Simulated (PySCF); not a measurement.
Compound: C3H5P2Si (charge -1).
Numbering: `[SiH3:1][c:2]1[cH:3][p-:4][cH:5][p:6]1`

Structure used (GFN2-xTB), in Å, numbered top down from 1:
```
atom  x, y, z in Å
Si1   -1.9556    0.1205   -0.0771
C2    -0.0985    0.0646   -0.0514
C3     0.6201   -0.8719    0.6618
P4     2.3567   -0.8136    0.6014
C5     2.3711    0.5586   -0.4525
P6     0.8661    1.2317   -0.9562
H7    -2.5161   -0.9615    0.7549
H8    -2.5447   -0.0502   -1.4189
H9    -2.5275    1.3752    0.4475
H10    0.1248   -1.6358    1.2531
H11    3.3091    0.9850   -0.7886
```

NICS is the negative of the GIAO shielding at a point without a nucleus: at the ring centre (0) and 1 Å above and below it (1); zz is the component along the ring normal. Level: GIAO PBE0/pcSseg-1 (PySCF, non-relativistic, gas phase) on the GFN2-xTB geometry, one conformer.

Ring bond lengths (Å), with Mayer bond orders in brackets: C2–C3 1.379 (1.49), C3–P4 1.739 (1.28), P4–C5 1.730 (1.30), C5–P6 1.724 (1.36), P6–C2 1.764 (1.19).

Problem. Give the NICS values of each ring in ppm.

Solution. 
| ring | type | NICS(0) | NICS(1), two faces | NICS(1)zz, two faces | rms pucker (Å) | centre to ring atoms, mean (Å) |
| --- | --- | --- | --- | --- | --- | --- |
| C2–C3–P4–C5–P6 | 5-membered ring with 2 P; formal bonds all aromatic | -12.0 | -12.2 / -12.2 | -31.8 / -31.8 | 0.00 | 1.41 |

Problem. What can be read from them?

Solution. 
- C2–C3–P4–C5–P6: mean NICS(1)zz -31.8 ppm, shielded.

Problem. And the bond-length index? HOMA = 1 − mean of α(R − Ropt)² over the ring bonds, with Krygowski's 1993 parameters (CC: Ropt 1.388 Å, α 257.7 Å⁻²; CP: Ropt 1.698 Å, α 118.91 Å⁻²).

Solution. 
- C2–C3–P4–C5–P6: HOMA 0.81; the largest term is that of P6–C2, α(R − Ropt)² = 0.52.

Problem. At the second NICS(1) probe listed for ring C2–C3–P4–C5–P6, 1 Å off the ring, how large is the induced field along the normal in 1 T applied along it?

Solution. NICSzz × B0 = -31.8 ppm × 1 T = -32 μT, against the applied field.

Time: 15 s of wall time; peak memory 0.71 GiB. Hardware: one thread of an Arm Neoverse V1, shared host with 32 logical CPUs at a one-minute load of 9.3. This is the whole shielding run at PBE0/pcSseg-1, SCF included.
